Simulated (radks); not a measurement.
Results of a calculation; reference values are marked as such.
Q: The mean radii <r> (bohr) of the occupied orbitals of an atom or ion are listed with their occupations. Level of theory: scalar-relativistic Kohn-Sham, LDA (Slater exchange, VWN5 correlation), spin-polarised, spherical densities, finite nucleus; Fermi nuclear charge, rms radius of each element as measured or else 0.836 A^(1/3) + 0.57 fm (a radial shooting solver on a logarithmic mesh with Libxc functionals).

orbital  occ.      <r>
1s up       1  0.01688
1s down     1  0.01688
2s up       1  0.07118
2s down     1  0.07118
2p up       3  0.06426
2p down     3  0.06426
3s up       1   0.1840
3s down     1   0.1840
3p up       3   0.1852
3p down     3   0.1852
3d up       5   0.1677
3d down     5   0.1677
4s up       1   0.4074
4s down     1   0.4074
4p up       3   0.4339
4p down     3   0.4338
4d up       5   0.4587
4d down     5   0.4585
5s up       1   0.9237
5s down     1   0.9220
4f up       7   0.4986
4f down     7   0.4978
5p up       3    1.062
5p down     3    1.060
5d up       5    1.433
5d down     3    1.439

Name the element and its charge. Open shells, if any, are filled with parallel spins first.

A: Z = 79, gold, charge +3: Au3+ in [Xe] 4f14 5d8. The 1s radius gives Z: for a bare nucleus <r> = (2 gamma + 1)/(2Z) with gamma = sqrt(1 - (Z/c)^2), 0.01667 bohr for Z = 79, and screening makes it slightly larger (0.01688 here). The occupations add up to 76, and the charge is Z minus that.
